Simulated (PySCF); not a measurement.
C2H6O2, SMILES OCCO. The structure is a stationary point at B3LYP-D3(BJ)/def2-SVP. The values are those of a single conformer.

Computed equilibrium geometry at B3LYP-D3(BJ)/def2-SVP (PySCF confirms it by a frequency run) as a Z-matrix (one conformer of several):
```
C
H 1 1.1073
H 1 1.1087 2 108.16
O 1 1.4195 2 111.16 3 123.24
H 4 0.9642 1 109.14 2 -46.89
C 1 1.5187 2 109.03 3 -119.90
H 6 1.1024 1 109.83 2 57.86
O 6 1.4060 7 108.13 1 121.22
H 8 0.9693 6 105.25 7 -168.36
H 6 1.1105 7 107.44 8 120.87
```
Charge 0, spin multiplicity 1.
